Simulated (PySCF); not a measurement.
## Solvent effects on NMR parameters

Geometry:
| atom | x (Å) | y (Å) | z (Å) |
| --- | --- | --- | --- |
| C1 | 2.055 | -0.347 | 0.385 |
| C2 | 0.961 | -0.184 | -0.635 |
| O3 | 0.969 | 1.121 | -1.251 |
| C4 | -0.299 | 1.426 | -0.771 |
| F5 | -0.262 | 2.434 | 0.148 |
| C6 | -0.476 | 0.048 | -0.143 |
| C7 | -1.649 | -0.873 | -0.475 |
| O8 | -2.033 | -0.962 | 0.891 |
| C9 | -0.955 | -0.120 | 1.296 |
| H10 | 3.036 | -0.225 | -0.099 |
| H11 | 1.969 | 0.412 | 1.177 |
| H12 | 2.019 | -1.347 | 0.842 |
| H13 | 1.025 | -0.968 | -1.411 |
| H14 | -1.002 | 1.740 | -1.565 |
| H15 | -1.363 | -1.851 | -0.903 |
| H16 | -2.434 | -0.424 | -1.112 |
| H17 | -1.295 | 0.814 | 1.774 |
| H18 | -0.248 | -0.632 | 1.972 |

GIAO PBE0/pcSseg-1 in PySCF 2.14 on one PBE0-D3(BJ)/def2-SVP conformer, non-relativistic, equivalent nuclei averaged. Solvents enter as an IEF-PCM continuum (chloroform with ε = 4.7, dichloromethane with ε = 8.9) around the gas-phase geometry. Shifts are referred to TMS, CFCl3 computed in the same medium.

Gas phase, δ in ppm: C4 116.5, C2 82.1, C7 77.4, C9 70.9, C6 48.1, C1 20.7, F5 -126.4, H14 5.70, H17 4.82, H16 4.69, H15 4.57, H18 4.51, H13 4.32, H10/H11/H12 1.38. Dipole moment 1.83 D.

**Question.** How does each δ change in the continuum?

**Answer.** 
```csv
atoms,environment,"Δδ, chloroform","Δδ, dichloromethane"
C4,sp3 CH bonded to F and O,+1.2,+1.5
C2,sp3 CH bonded to O,+1.6,+1.9
C7,sp3 CH2 bonded to O,+1.1,+1.4
C9,sp3 CH2 bonded to O,+1.2,+1.4
C6,quaternary sp3 carbon in a ring,+1.1,+1.4
C1,methyl carbon,+0.4,+0.5
F5,fluorine on an sp3 carbon,-3.5,-4.1
H14,hydrogen on an sp3 CH bonded to F and O,+0.17,+0.20
H17,hydrogen on an sp3 CH2 bonded to O,+0.04,+0.05
H16,hydrogen on an sp3 CH2 bonded to O,+0.16,+0.20
H15,hydrogen on an sp3 CH2 bonded to O,+0.17,+0.21
H18,hydrogen on an sp3 CH2 bonded to O,+0.18,+0.21
H13,hydrogen on an sp3 CH bonded to O,+0.22,+0.27
H10/H11/H12,hydrogen on a methyl carbon,+0.05,+0.06
```

Changes are relative to the gas phase. The dipole moment becomes 2.19 D in chloroform, 2.27 D in dichloromethane.

**Question.** Which nuclei move most (in ppm), and what does the model miss?

**Answer.** F5 (fluorine on an sp3 carbon, -4.1 ppm) in dichloromethane. A continuum only polarises the solute; specific hydrogen bonds, the anisotropy of aromatic solvents and changes of geometry or conformer are outside it.
